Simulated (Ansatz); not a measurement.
Single points on cyclo-(F2GeNH)3 (Ge₃N₃F₆H₃).

```yaml
crystal:
  periodic: [false, false, false]
  atoms:
    - {symbol: Ge, position_ang: [1.822271, 0.466926, -0.203632]}
    - {symbol: F, position_ang: [3.185139, -0.512858, -0.666638]}
    - {symbol: F, position_ang: [2.572965, 2.020744, 0.031204]}
    - {symbol: N, position_ang: [0.585718, 0.537538, -1.527999]}
    - {symbol: Ge, position_ang: [-1.179398, 0.125917, -1.474186]}
    - {symbol: F, position_ang: [-1.577571, -1.078587, -2.667053]}
    - {symbol: F, position_ang: [-2.152866, 1.471307, -1.998435]}
    - {symbol: N, position_ang: [-1.661136, -0.413854, 0.188523]}
    - {symbol: Ge, position_ang: [-0.642802, -0.592719, 1.678135]}
    - {symbol: F, position_ang: [-0.745324, -2.206237, 2.324640]}
    - {symbol: F, position_ang: [-1.292369, 0.350984, 2.989759]}
    - {symbol: N, position_ang: [1.080812, -0.148123, 1.332559]}
    - {symbol: H, position_ang: [0.931004, 0.871860, -2.433595]}
    - {symbol: H, position_ang: [-2.655127, -0.635243, 0.307158]}
    - {symbol: H, position_ang: [1.728684, -0.257665, 2.119550]}
basis:
  gaussian: {orbitals: def2-SVP, initial_orbitals: start.molden}
correlation: {method: mp2}
scf: {omitted_lower_state_checks: [starts]}
output: {orbitals: {seedname: orbitals}}
```

The file start.molden holds the orbitals of an earlier run on this structure, at another level or in another basis.

```sh
$ ansatz run in.yaml --threads 4 --pin off --events-out ev --progress --plain --max-ram 6963MiB
```

Output, abridged:

```
Functional definition: HF
  name "HF"
  cite "Fock, Z. Phys. 61, 126 (1930) doi:10.1007/BF01340294"
  parent pbe
  exchange = exact_x
  correlation = 0
these checks for a lower state are left out or cut short: starts
2289 factors; integrals over basis functions are off by at most 7.5e-4 eV
mean field evaluation 1: about -190117.4949 eV, gradient 3.9e1 eV
mean field evaluation 2: about -190120.1112 eV, gradient 2.3e0 eV
mean field evaluation 4: about -190120.2867 eV, gradient 7.4e-1 eV
mean field evaluation 8: about -190120.2876 eV, gradient 5.1e-5 eV
mean field -190120.28764230 eV, -6986.7917026951 hartree, gradient 1.7e-6 eV, S^2 0.000000; 0 other end points of the search recorded, 0 dependent functions left out
36 core orbitals not correlated: weight in the atoms' cores, before any rotation towards them, 1.000 or more for the frozen orbitals, at most 0.000 for the correlated occupied ones
reference -190120.28764230 eV, -6986.7917026951 hartree; 51, 51 occupied and 150, 150 virtual orbitals, 2289 factors
second order -61.70690957 eV of doubles, -0.00000000 eV of singles
Total energy: -190181.99455187 eV, -6989.0593897954 hartree
Checks for a lower state left out: starts
```

Hardware: 4 threads of Arm Neoverse V2 on a shared host. Wall time 11 s, peak host memory 0.98 GiB.

First input, but with `gaussian: {orbitals: 6-31G}`, `hamiltonian: {xc: {name: B3LYP}, dispersion: d4}` and without the key `correlation` (abridged; 6.5 s):

```
Functional definition: B3LYP
mean field evaluation 16: about -190355.1767 eV, gradient 7.0e-5 eV
mean field -190355.17669170 eV, -6995.4237160471 hartree, gradient 7.4e-5 eV, S^2 0.000000
Total energy: -190356.12502676 eV, -6995.4585667178 hartree
Checks for a lower state left out: starts
```

The first input with `hamiltonian: {xc: pbe, dispersion: d4}` and without the key `correlation` (abridged; 4.7 s):

```
Functional definition: PBE
mean field -190300.30841044 eV, -6993.4073439019 hartree, gradient 7.1e-5 eV, S^2 0.000000
Total energy: -190300.89643848 eV, -6993.4289535337 hartree
Checks for a lower state left out: starts
```

First input, but with `gaussian: {orbitals: def2-TZVP, initial_orbitals: start.molden}`, `hamiltonian: {xc: pbe0, dispersion: d4}`, `output: {forces: true, orbitals: {seedname: orbitals}}` and without the key `correlation` (abridged; 50 s):

```
Functional definition: PBE0
mean field -190352.08027808 eV, -6995.3099249452 hartree, gradient 1.3e-5 eV, S^2 0.000000
Total energy: -190352.58859552 eV, -6995.3286052666 hartree
Atom 0 force     0.389457     0.101723    -0.043158 eV/Å
Atom 1 force    -0.644553     0.464614     0.219104 eV/Å
Atom 2 force    -0.355339    -0.736957    -0.111498 eV/Å
Atom 3 force     0.066401     0.072062    -0.175574 eV/Å
Atom 4 force    -0.252785     0.026766    -0.315662 eV/Å
Atom 5 force     0.189211     0.571294     0.565854 eV/Å
Atom 6 force     0.460054    -0.637362     0.246914 eV/Å
Atom 7 force    -0.196278    -0.037997     0.024668 eV/Å
Atom 8 force    -0.137485    -0.125472     0.359103 eV/Å
Atom 9 force     0.047978     0.764370    -0.305376 eV/Å
Atom 10 force     0.307859    -0.448133    -0.620989 eV/Å
Atom 11 force     0.125735    -0.016444     0.155875 eV/Å
Atom 12 force    -0.214637    -0.205998     0.562261 eV/Å
Atom 13 force     0.616414     0.139335    -0.073143 eV/Å
Atom 14 force    -0.402033     0.068200    -0.488380 eV/Å
Dipole moment:     0.001594    -0.006372    -0.001886 e Å
Checks for a lower state left out: starts
```

As the first input, with `gaussian: {orbitals: def2-TZVP, initial_orbitals: start.molden}`, `hamiltonian: {xc: r2scan, dispersion: d4}` and without the key `correlation` (abridged; 20 s):

```
Functional definition: r2SCAN
mean field -190384.66280550 eV, -6996.5073107427 hartree, gradient 1.6e-5 eV, S^2 0.000000
Total energy: -190384.81371639 eV, -6996.5128566158 hartree
Checks for a lower state left out: starts
```

As the first input, with `hamiltonian: {xc: pbe0, dispersion: d4}` and without the key `correlation` (abridged; 9 s):

```
Functional definition: PBE0
mean field -190304.72199510 eV, -6993.5695401464 hartree, gradient 2.8e-5 eV, S^2 0.000000
Total energy: -190305.23031634 eV, -6993.5882206075 hartree
Checks for a lower state left out: starts
```

As the first input, with `gaussian: {orbitals: def2-TZVP, initial_orbitals: start.molden}`, `hamiltonian: {xc: {name: revPBE}, dispersion: d4}` and without the key `correlation` (abridged; 11 s):

```
Functional definition: revPBE
mean field -190373.17237168 eV, -6996.0850450882 hartree, gradient 1.0e-5 eV, S^2 0.000000
Total energy: -190374.67513851 eV, -6996.1402707507 hartree
Checks for a lower state left out: starts
```

Geometry: PBE-D4/def2-SVP.

The 6-31G sets use Cartesian d functions. B3LYP takes the VWN-RPA correlation. Correlated methods freeze 36 core orbitals; core or outer-core shells of Ge are correlated, in sets that lack core-valence functions.
